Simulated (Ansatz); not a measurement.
Correlation energies of CH$_{2}$FInSe (`F[C](=[Se])[InH2]`) by basis set

Cartesian coordinates in Å:
```
F 1.323 -1.845 -0.536
C 0.775 -0.804 0.049
Se 1.341 -0.217 1.623
In -0.811 0.639 -0.317
H -2.332 0.176 0.306
H -0.295 2.051 -1.124
```

Charge 0, multiplicity 1. Correlated methods include outer-core shells of In, Se, which these sets cover unevenly. Scalar relativity is left out up to krypton. In: def2 effective core potential. All single points use the PBE0-D4/def2-TZVP geometry. Frozen core, restricted reference, Ansatz 0.2.0.

| basis | HF (Eh) | MP2 corr. |
| --- | --- | --- |
| def2-SVP | -2727.03177 | -0.63971 |
| def2-TZVPP | -2727.51105 | -0.96435 |
| def2-QZVPP | -2727.56570 | -1.48989 |

Task: Estimate the CCSD correlation energy and the (T) correction in each basis where they were run (hartree).

Result: 
| basis | CCSD corr. | (T) |
| --- | --- | --- |
| def2-SVP | -0.65943 | -0.02333 |
| def2-TZVPP | -0.96989 | -0.03960 |
